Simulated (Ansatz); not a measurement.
Consider the homolysis of the C–Si bond: `[SiH3]C1CC1` → `[CH]1CC1`• + `[SiH3]`•.

Isolated molecules relaxed with PBE0-D4/def2-TZVP in Ansatz; ΔE leaves out vibrations. CBS: MP2 limit from def2 TZ/QZ plus the TZ coupled-cluster correction, frozen cores. This one scheme is used for every species. DFT in def2-TZVPP. B3LYP here is the variant with VWN-RPA as its local correlation; programs differ in this. Open shells (•) are unrestricted, without spin–orbit coupling.

`[SiH3]C1CC1`:

Cartesian coordinates in Å:
```
Si 0.678 1.509 -0.201
C -0.129 0.042 0.591
C 0.231 -1.351 0.137
C -1.109 -0.792 -0.195
H -0.178 2.723 -0.105
H 1.991 1.818 0.430
H 0.903 1.196 -1.640
H -0.352 0.136 1.650
H 0.952 -1.457 -0.666
H 0.290 -2.124 0.892
H -1.306 -0.517 -1.225
H -1.971 -1.183 0.332
```

`[CH]1CC1`•:

Cartesian coordinates in Å:
```
C -0.514 0.706 0.451
C -0.458 -0.317 -0.588
C 0.779 0.075 0.209
H -1.120 0.818 1.337
H -0.919 -1.284 -0.404
H -0.486 -0.010 -1.629
H 1.545 0.634 -0.321
H 1.174 -0.621 0.945
```

`[SiH3]`•:

```xyz
4

Si    0.047    0.329   -0.056
H     0.449    0.049    1.347
H     0.898   -0.417   -1.019
H    -1.394    0.038   -0.272
```

(1) What is ΔE at CCSD(T)/CBS? (Estimate.)

(2) What do these levels give: LDA (SPW92), PBE-D4, B3LYP-D4, r2SCAN0-D4, CAM-B3LYP-D4, ωB97X-V, PBE-QIDH, PBE, r2SCAN0, MP2/def2-SVP, CCSD/def2-SVP, SCS-MP2/def2-TZVPP? (Best estimate.)

Largest T1 diagnostic among the species: 0.015.

Results:

(1) Ansatz gave: +4.32 eV.

(2) The calculation gave: LDA (SPW92) 4.60, PBE-D4 4.07, B3LYP-D4 4.06, r2SCAN0-D4 3.94, CAM-B3LYP-D4 4.12, ωB97X-V 4.30, PBE-QIDH 4.22, PBE 3.97, r2SCAN0 3.91, MP2/def2-SVP 4.23, CCSD/def2-SVP 4.00, SCS-MP2/def2-TZVPP 4.37 eV.

At CCSD(T), def2-SVP lies −0.25 eV from the extrapolated value and def2-TZVPP −0.11 eV: correlation converges slowly with the basis, and small sets miss more of it in the bonded molecule than in its fragments. From PBE to PBE0 (25 % exact exchange), in def2-TZVPP and without D4, ΔE moves by +0.04 eV. The D4 term adds +0.15 eV with B3LYP and +0.08 eV with PBE0; it sums over pairs of atoms, weighted by their polarisabilities, and B3LYP, whose exchange is more repulsive, gets the larger term.
